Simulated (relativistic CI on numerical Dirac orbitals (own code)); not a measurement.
# Forbidden transitions in Bi¹⁵⁺

Method of calculation: Dirac-Coulomb-Breit CI, KLI orbitals optimised for each configuration, model QED (radiative potential, 1s self-energy scaled to tabulated hydrogen-like ionisation energies), unscaled Slater integrals (own radial code, finite nucleus).

Configurations in the expansion (outside the closed core [Kr] 4d10): 4f¹⁴5s²5p⁶, 4f¹⁴5s²5p⁵5d, 4f¹⁴5s5p⁶5d, 4f¹⁴5s²5p⁵5f, 4f¹⁴5s²5p⁵5g, 4f¹⁴5s5p⁶5f, 4f¹⁴5s²5p⁵6s, 4f¹³5s²5p⁶5d, 4f¹⁴5s²5p⁵6p, 4f¹⁴5s5p⁶5g, 4f¹⁴5p⁶5d², 4f¹⁴5p⁵5d³, 4f¹⁴5p⁵5d²5f, 4f¹⁴5p⁵5d²5g, 4f¹⁴5p⁵5d²6s. Double excitations out of closed p, d and f shells are left out; levels of such configurations are missing from the list, as are those of other unlisted configurations, and high levels can miss mixing partners. These lack a partner that the ground configuration has and come out too high: 4f¹³5s²5p⁶5d, 4f¹⁴5s²5p⁵6p.

```
λ vac (Å)                   Lower                   Upper  Type   A (s⁻¹)  E lower (cm⁻¹)  E upper (cm⁻¹)
   123.33   4f¹⁴5s²5p⁵5d ³P°0 [2]  4f¹³5s²5p⁶5d ¹D°2 [41]    E2  2.99e+04          545788         1356635
   128.65   4f¹⁴5s²5p⁵5d ³D°2 [5]  4f¹³5s²5p⁶5d ¹D°2 [41]    E2  4.11e+04          579317         1356635
   129.13   4f¹⁴5s²5p⁵5d ³F°3 [4]  4f¹³5s²5p⁶5d ³H°4 [37]    E2  7.27e+04          574574         1348987
   132.36   4f¹⁴5s²5p⁵5d ³P°1 [3]  4f¹³5s²5p⁶5d ³D°3 [27]    E2  1.62e+05          560093         1315609
   132.86   4f¹⁴5s²5p⁵5d ³P°0 [2]  4f¹³5s²5p⁶5d ³P°2 [23]    E2  1.41e+05          545788         1298484
   134.20   4f¹⁴5s²5p⁵5d ³F°3 [4]  4f¹³5s²5p⁶5d ³G°4 [29]    E2  9.02e+04          574574         1319733
   134.22   4f¹⁴5s²5p⁵5d ³F°4 [6]  4f¹³5s²5p⁶5d ³H°6 [35]    E2  2.78e+05          598568         1343591
   135.06   4f¹⁴5s²5p⁵5d ³D°2 [5]  4f¹³5s²5p⁶5d ³G°4 [29]    E2  2.24e+05          579317         1319733
   135.43   4f¹⁴5s²5p⁵5d ³P°1 [3]  4f¹³5s²5p⁶5d ³P°2 [23]    E2  1.80e+05          560093         1298484
   135.44   4f¹⁴5s²5p⁵5d ¹D°2 [7]  4f¹³5s²5p⁶5d ¹D°2 [36]    E2  1.57e+05          608801         1347154
   135.82   4f¹⁴5s²5p⁵5d ³D°2 [5]  4f¹³5s²5p⁶5d ³D°3 [27]    E2  1.63e+05          579317         1315609
   136.42   4f¹⁴5s²5p⁵5d ³F°3 [4]  4f¹³5s²5p⁶5d ³H°5 [25]    E2  2.72e+05          574574         1307602
   139.05   4f¹⁴5s²5p⁵5d ³D°2 [5]  4f¹³5s²5p⁶5d ³P°2 [23]    E2  4.69e+04          579317         1298484
   151.61   4f¹⁴5s²5p⁵5d ³D°1 [9]  4f¹³5s²5p⁶5d ¹D°2 [36]    E2  7.86e+04          687580         1347154
   176.08   4f¹⁴5s²5p⁵5d ³P°0 [2]  4f¹⁴5s²5p⁵6s ³P°2 [14]    E2  2.58e+05          545788         1113715
   180.63   4f¹⁴5s²5p⁵5d ³P°1 [3]  4f¹⁴5s²5p⁵6s ³P°2 [14]    E2  6.93e+05          560093         1113715
   182.02  4f¹⁴5s²5p⁵5d ³F°2 [10]  4f¹⁴5s²5p⁵6s ³P°0 [40]    E2  2.36e+06          806119         1355507
   184.21  4f¹⁴5s²5p⁵5d ³F°2 [10]  4f¹³5s²5p⁶5d ³H°4 [37]    E2  4.26e+04          806119         1348987
   185.48   4f¹⁴5s²5p⁵5d ³F°3 [4]  4f¹⁴5s²5p⁵6s ³P°2 [14]    E2  7.08e+05          574574         1113715
   187.13   4f¹⁴5s²5p⁵5d ³D°2 [5]  4f¹⁴5s²5p⁵6s ³P°2 [14]    E2  8.59e+05          579317         1113715
   194.12   4f¹⁴5s²5p⁵5d ³F°4 [6]  4f¹⁴5s²5p⁵6s ³P°2 [14]    E2  1.68e+06          598568         1113715
   196.99  4f¹⁴5s²5p⁵5d ³D°2 [11]  4f¹⁴5s²5p⁵6s ³P°0 [40]    E2  2.36e+06          847877         1355507
   198.05   4f¹⁴5s²5p⁵5d ¹D°2 [7]  4f¹⁴5s²5p⁵6s ³P°2 [14]    E2  1.07e+05          608801         1113715
   206.66   4f¹⁴5s²5p⁵5d ³D°3 [8]  4f¹⁴5s²5p⁵6s ³P°2 [14]    E2  4.88e+05          629819         1113715
   388.52   4f¹⁴5s²5p⁵5d ³F°4 [6]  4f¹⁴5s²5p⁵5d ³F°3 [12]    M1  1.65e+05          598568          855953
   418.28   4f¹⁴5s²5p⁵5d ¹D°2 [7]  4f¹⁴5s²5p⁵5d ³D°2 [11]    M1  8.91e+04          608801          847877
   431.88   4f¹⁴5s²5p⁵5d ³F°3 [4]  4f¹⁴5s²5p⁵5d ³F°2 [10]    M1  1.53e+05          574574          806119
   440.91   4f¹⁴5s²5p⁵5d ³D°2 [5]  4f¹⁴5s²5p⁵5d ³F°2 [10]    M1  5.17e+04          579317          806119
   442.21   4f¹⁴5s²5p⁵5d ³D°3 [8]  4f¹⁴5s²5p⁵5d ³F°3 [12]    M1  6.05e+04          629819          855953
   458.59   4f¹⁴5s²5p⁵5d ³D°3 [8]  4f¹⁴5s²5p⁵5d ³D°2 [11]    M1  6.47e+04          629819          847877
```

Terms are leading LS components. Brackets give the number of a level in order of energy, since labels repeat. The list gives strong lines, with weight on those to low levels, among the lowest 92 of 1282 levels, so that lines to higher ones, which can be the strongest, are missing. Levels whose partners in the same complex of configurations lie outside the list can be far off, and so can their lines. Rates are taken at the computed energies, electric ones in the length gauge.

At this charge energies of transitions that change n are usually good to better than 1 %, and those within a shell (Δn = 0) to a few per cent. Levels and lines within the n = 5 or 6 shells can be off by up to 10 % or somewhat more, and those that change n by about 2 %, since core polarisation is missing.

Question: From the table, what is the radiative lifetime of 4f¹⁴5s²5p⁵6s ³P°2?

Answer: The listed rates from this level add up to about 4.79e+06 s⁻¹, 100 % of its decay; with all channels τ = 2.09e-07 s.

LS names give the leading component of a level, which can be under half, so a name can repeat, a term be missing and a line seem to break the LS rules.
